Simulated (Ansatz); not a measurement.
Species: H₅InN₂, SMILES `[NH2][InH][NH2]` (charge 0, multiplicity 1), formula H₅InN₂.

Question: How many basis functions does frozen-core CCSD(T)/def2-TZVPP // CAM-B3LYP-D3(BJ)/def2-TZVP (Ansatz, an electronic-structure program) use, how many core orbitals are frozen, and how many electrons are correlated?

Answer: 182 basis functions and 6 frozen orbitals, which leaves 28 correlated electrons (filled d shells below the valence shell are correlated). Core time is of the order of minutes.
